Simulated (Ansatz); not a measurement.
Steps of a relaxation of C4H8Ge (`C#[C][GeH]([CH3])[CH3]`) with RKS PBE0-D4/def2-TZVP.

```sh
$ ansatz run in.yaml --threads 2 --pin off --events-out ev --progress --plain --max-ram 32768MiB --backend cuda --devices 0, --max-vram 18GiB
```

```yaml
crystal:
  periodic: [false, false, false]
  atoms:
    - {symbol: C, position_ang: [-2.189152, 1.969757, 0.148578]}
    - {symbol: C, position_ang: [-1.175223, 1.307407, -0.059537]}
    - {symbol: Ge, position_ang: [0.395294, 0.245013, -0.360755]}
    - {symbol: C, position_ang: [1.291595, -0.041493, 1.364023]}
    - {symbol: C, position_ang: [-0.152056, -1.456311, -1.176976]}
    - {symbol: H, position_ang: [-3.080662, 2.556193, 0.329268]}
    - {symbol: H, position_ang: [1.315826, 1.041640, -1.327341]}
    - {symbol: H, position_ang: [1.566064, 0.928224, 1.821837]}
    - {symbol: H, position_ang: [2.211340, -0.642442, 1.221781]}
    - {symbol: H, position_ang: [0.615401, -0.580547, 2.055720]}
    - {symbol: H, position_ang: [-0.832156, -2.001149, -0.493686]}
    - {symbol: H, position_ang: [-0.681739, -1.273440, -2.131578]}
    - {symbol: H, position_ang: [0.736067, -2.087751, -1.376533]}
basis:
  gaussian: {orbitals: def2-TZVP}
hamiltonian: {xc: pbe0, dispersion: d4}
relax: {f_tol: 0.005, max_steps: 150}
```

Positions (Å) and forces (eV/Å) along the path, 4 of 4 steps:

```xyz
13
step=1 energy=-60784.5328 eV
C    -2.189    1.970    0.149    1.320   -0.859   -0.273
C    -1.175    1.307   -0.060   -1.678    1.090    0.348
Ge    0.395    0.245   -0.361    0.077   -0.095    0.009
C     1.292   -0.041    1.364    0.113   -0.024    0.254
C    -0.152   -1.456   -1.177   -0.099   -0.232   -0.119
H    -3.081    2.556    0.329    0.504   -0.331   -0.103
H     1.316    1.042   -1.327   -0.147   -0.106    0.142
H     1.566    0.928    1.822   -0.133   -0.476   -0.224
H     2.211   -0.642    1.222   -0.449    0.292    0.067
H     0.615   -0.581    2.056    0.330    0.260   -0.335
H    -0.832   -2.001   -0.494    0.332    0.262   -0.332
H    -0.682   -1.273   -2.132    0.261   -0.091    0.467
H     0.736   -2.088   -1.377   -0.431    0.309    0.099
13
step=2 energy=-60784.5950 eV
C    -2.166    1.950    0.146   -0.127    0.086    0.024
C    -1.171    1.300   -0.058    0.032   -0.027   -0.003
Ge    0.395    0.241   -0.358   -0.025   -0.029    0.030
C     1.283   -0.039    1.358    0.045   -0.016    0.069
C    -0.155   -1.447   -1.172   -0.014   -0.074   -0.035
H    -3.047    2.530    0.325    0.125   -0.083   -0.025
H     1.302    1.038   -1.317   -0.008   -0.015    0.012
H     1.554    0.921    1.810   -0.039   -0.130   -0.067
H     2.194   -0.632    1.219   -0.121    0.080    0.025
H     0.615   -0.572    2.043    0.088    0.072   -0.097
H    -0.827   -1.987   -0.496    0.093    0.076   -0.089
H    -0.678   -1.265   -2.115    0.074   -0.020    0.131
H     0.723   -2.073   -1.370   -0.122    0.079    0.025
13
step=3 energy=-60784.5976 eV
C    -2.166    1.949    0.147    0.013   -0.006   -0.004
C    -1.171    1.298   -0.057    0.007   -0.008    0.001
Ge    0.393    0.241   -0.357    0.007   -0.011    0.002
C     1.282   -0.040    1.355   -0.003    0.004    0.000
C    -0.153   -1.445   -1.169   -0.003    0.004   -0.001
H    -3.044    2.526    0.324   -0.013    0.008    0.003
H     1.302    1.034   -1.315   -0.001    0.006   -0.003
H     1.550    0.917    1.804    0.001    0.004    0.004
H     2.189   -0.631    1.219    0.000   -0.001   -0.006
H     0.615   -0.570    2.037   -0.003   -0.002    0.004
H    -0.824   -1.981   -0.496   -0.004   -0.003    0.003
H    -0.674   -1.262   -2.109   -0.004   -0.001   -0.005
H     0.720   -2.070   -1.367    0.004    0.004    0.002
13
step=4 energy=-60784.5976 eV
C    -2.165    1.948    0.147    0.001    0.001   -0.002
C    -1.170    1.297   -0.057   -0.004    0.001    0.002
Ge    0.394    0.240   -0.357   -0.003    0.002    0.001
C     1.282   -0.039    1.356    0.001   -0.002   -0.002
C    -0.154   -1.445   -1.170    0.003    0.000    0.001
H    -3.043    2.526    0.324   -0.001    0.000    0.000
H     1.302    1.035   -1.316    0.001   -0.001    0.000
H     1.550    0.917    1.804   -0.001    0.001   -0.001
H     2.188   -0.630    1.219    0.002   -0.001    0.002
H     0.615   -0.570    2.037   -0.001    0.000    0.000
H    -0.825   -1.981   -0.497    0.000    0.000    0.001
H    -0.675   -1.262   -2.109    0.000    0.002    0.000
H     0.719   -2.070   -1.367    0.001   -0.003   -0.001
```

Run time 23 s (2 threads of an AMD EPYC 7R13 on a shared host and a share of an NVIDIA H100 80 GB); peak host memory 0.88 GiB.
